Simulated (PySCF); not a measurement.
Computed IR spectrum (relative IR intensity) of a molecule C4H10O2. The structure is a stationary point at PBE-D3(BJ)/def2-SVP. The values are those of a single conformer. All values below come from PBE-D3(BJ)/def2-SVP (PySCF). No scaling factor is applied to the harmonic values.

ν (cm⁻¹): 131 (vw), 239 (vw), 338 (w), 476 (w), 490 (s), 522 (m), 850 (w), 907 (w), 983 (m), 1062 (m), 1107 (w), 1133 (m), 1145 (w), 1167 (vs), 1185 (s), 1215 (w), 1246 (m), 1305 (m), 1330 (vw), 1353 (w), 1393 (w), 1403 (w), 1409 (w), 1418 (m), 1422 (w), 1427 (vw), 1450 (vw), 2868 (m), 2881 (m), 2897 (s), 2933 (s), 2955 (m), 2977 (w), 3063 (m), 3070 (m), 3080 (w), 3636 (s) (against the strongest line: vs over 80 %, s over 45 %, m over 15 %, w over 4 %, vw less)

### Question
Which molecule gave these data?
A. CC(CO)CO
B. COCC(C)O
C. COCCOC
D. C[C@H](O)CCO

### Answer
B, COCC(C)O
